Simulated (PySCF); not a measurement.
C4H7NSi, SMILES C1=C[SiH2]C=NC1.

The structure is a stationary point at PBE0-D3(BJ)/def2-SVP. This is a generated structure with no PubChem entry under its InChIKey; it may be hypothetical. One conformer was computed; it need not be the lowest.

The numbers are results of CAM-B3LYP/def2-TZVP run with PySCF, not measurements.

Isolated molecule, no solvent.

```json
{
  "total_energy": "-500.81005 hartree",
  "point_group": "Cs",
  "highest_occupied_level": "-8.06 eV",
  "lowest_empty_level": "0.44 eV",
  "orbital_gap": "8.50 eV",
  "dipole_moment": "1.47 D",
  "quadrupole, principal values (traceless, Buckingham form, about the centre of nuclear charge)": "-4.90, -2.14, 7.05 D·Å",
  "mean_static_polarisability": "76.0 bohr³ (11.26 Å³)",
  "polarisability_principal_values": "54.3, 73.4, 100.3 bohr³"
}
```
